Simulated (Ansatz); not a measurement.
Reactions of C2H4GaNO, SMILES `[CH3][GaH][N]=C=O`.

Computed with Ansatz on PBE0-D4/def2-TZVP structures; ΔE is electronic, products minus reactants. CCSD(T)/CBS is the MP2 limit (def2-TZVPP, def2-QZVPP) plus CCSD(T) − MP2 in def2-TZVPP, frozen cores. This one scheme is used for every species. Functionals use def2-TZVPP. For Ga outer-core shells are correlated without core-valence functions, which leaves a few kJ/mol of doubt a bond. Scalar relativity is left out up to krypton. One conformer a species, not always the lowest.

```csv
reaction,CCSD(T)/CBS(def2) (kJ/mol)
`[CH3][GaH][N]=C=O` + H₂S → `[CH3][GaH][SH]` + `N=C=O`,-7
`[CH3][GaH][N]=C=O` + `NCF` → `[CH3][GaH][NH]CF` + `N=C=O`,?
`[CH3][GaH][N]=C=O` + `CF` → `[CH3][GaH][CH2]F` + `N=C=O`,126
`[CH3][GaH][N]=C=O` + CH₃NH₂ → `C[NH][GaH][CH3]` + `N=C=O`,41
```

Q: Fill in the missing values. (Estimate.)

A: Ansatz gave: `[CH3][GaH][N]=C=O` + `NCF` → `[CH3][GaH][NH]CF` + `N=C=O`: +43.5 kJ/mol.

Largest T1 diagnostic: 0.018, for `N=C=O`.
